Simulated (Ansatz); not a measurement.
A series at Y: from `[NH2][Y]([NH2])[NH2]`, ligands are replaced one by one, each step taking up H₂O and setting free NH₃; n counts the steps. Ansatz, PBE0-D4/def2-TZVP geometries. Each molecule was computed in one conformer, which needn't be the lowest.

```csv
n,molecule,"HOMO energy, ωB97M-V/def2-TZVPP (eV)"
0,`[NH2][Y]([NH2])[NH2]`,-8.69
1,`[NH2][Y]([NH2])[OH]`,-8.79
2,`[NH2][Y]([OH])[OH]`,?
3,`[OH][Y]([OH])[OH]`,-10.40
```

By hand: fit a straight line y = ȳ + b (n − n̄) to the 3 given rows and predict n = 2.

n̄ = 1.333, ȳ = -9.293; Σ(n − n̄)(y − ȳ) = -2.817, Σ(n − n̄)² = 4.667, so b = -0.604 eV a step. Prediction: -9.293 + (-0.604) × (0.667) = -9.70 eV.

By hand: compare with the computed value, -8.84 eV, and give the steps along the whole series.

The line misses by 0.86 eV (computed minus predicted). Steps: -0.10, -0.05, -1.56 eV.

One step carries most of the change, so a line is a poor guide. The highest orbital can change its character along such a series. The miss is 50.3 % of the series' range.
